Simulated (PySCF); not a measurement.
# C₆ coefficients of unlike pairs at revPBE

Calculated with PySCF 2.14 from the dipole response of each species, C₆(A,B) = (3/π) ∫ α_A(iu) α_B(iu) du, in atomic units, from isotropic polarisabilities. For ions this is the dispersion term alone; charge-induced terms of lower order in 1/R come first.

| species | configuration | basis | relativity | α (bohr³) | C₆ (like pair) |
| --- | --- | --- | --- | --- | --- |
| F | [He] 2s2 2p5 (2P) | dyall-acv3z (15s9p4d2f) | spin-free X2C | 3.717 | 10.09 |
| Fe(3+) | [Ar] 3d5 (6S) | dyall-av2z (16s12p7d2f) | none | 1.828 | 4.337 |
| Cr+ | [Ar] 3d5 (6S) | aug-cc-pwCVTZ (10s9p7d4f3g) | none | 14.03 | 52.35 |
| Al(2+) | [Ne] 3s1 (2S) | aug-cc-pV(Q+d)Z (7s6p5d3f2g) | none | 14.08 | 38.06 |

Task: Estimate C₆ for Fe(3+) with F.

Result: The integral gives 6.371. The combination rule 2 C_A C_B / (C_A α_B/α_A + C_B α_A/α_B) gives 6.351 and the geometric mean 6.615.

No spin-orbit coupling is included.

The other pairs:

```
          pair     C₆
   Al(2+), Cr+  42.75
        Cr+, F  21.85
     Al(2+), F  16.16
Al(2+), Fe(3+)  8.986
   Cr+, Fe(3+)  13.08
```
